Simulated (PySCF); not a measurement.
**S²⁺: ionisation energy**

S²⁺ [Ne] 3s2 3p2 (3P) → S³⁺ [Ne] 3s2 3p1 (2P), as a difference of total energies. Computed with PySCF 2.14 in x2c-TZVPPall (5s5p3d1f, 42 functions), with the spin-free X2C one-electron Hamiltonian (Gaussian nucleus). Correlated levels: valence and next inner shell: 1s2 frozen. The calculations carry no spin-orbit coupling.

```tsv
method	ionisation energy (eV)
UHF	34.139
MP2 (valence and next inner shell)	34.634
SCS-MP2 (valence and next inner shell)	34.533
CCSD (valence and next inner shell)	34.668
CCSD(T) (valence and next inner shell)	34.697
```

Problem. How much does correlation contribute at CCSD(T) (valence and next inner shell)?

Solution. 34.697 − (34.139) = 0.558 eV, measured against UHF.

A first-order spin-orbit estimate (lowest level to lowest level, LS coupling) adds -0.009 eV.

Errors of the correlated levels include the incompleteness of this basis and the frozen core.

For comparison: 34.86 ± 0.04 eV (semi-empirical (NIST evaluation); NIST Atomic Spectra Database, ionization energies).
